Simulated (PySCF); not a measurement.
Curvature of the energy in the electron number along the 4p block, charge +1

Calculated with PySCF 2.14, in aug-cc-pVDZ-PP with ECP10MDF, ECP: one orbital is emptied in steps, and each cell gives the departure of E from the straight line at half an electron, in eV (from a cubic fit). The exact functional gives zero.

| species | orbital | LDA | PBE | r2SCAN | PBE0 | BHandHLYP | LC-wPBE | wB97X | UHF |
| --- | --- | --- | --- | --- | --- | --- | --- | --- | --- |
| Ga⁺ | 4s beta | -1.13 | -1.12 | -0.96 | -0.81 | -0.57 | -0.11 | -0.23 | 0.06 |
| Ge⁺ | 4p alpha | -1.05 | -1.01 | -0.95 | -0.74 | -0.50 | -0.09 | -0.18 | 0.08 |
| As⁺ | 4p alpha | -1.16 | -1.12 | -1.04 | -0.81 | -0.53 | -0.13 | -0.21 | 0.11 |
| Se⁺ | 4p alpha | -1.26 | -1.22 | -1.14 | -0.88 | -0.57 | -0.17 | -0.25 | 0.14 |
| Br⁺ | 4p beta | -1.27 | -1.22 | -1.11 | -0.87 | -0.57 | -0.16 | -0.32 | 0.18 |
| Kr⁺ | 4p beta | -1.38 | -1.32 | -1.22 | -0.94 | -0.60 | -0.22 | -0.35 | 0.21 |

How does the mean departure depend on the functional?

LDA -1.21 eV; PBE -1.17 eV; r2SCAN -1.07 eV; PBE0 -0.84 eV; BHandHLYP -0.56 eV; LC-wPBE -0.15 eV; wB97X -0.26 eV; UHF 0.13 eV. Semilocal functionals are convex (delocalisation error), Hartree-Fock is concave or straight, and exact exchange removes curvature roughly in proportion to its share, so among the functionals the range-separated hybrids usually come closest to zero.

No spin-orbit coupling is included.
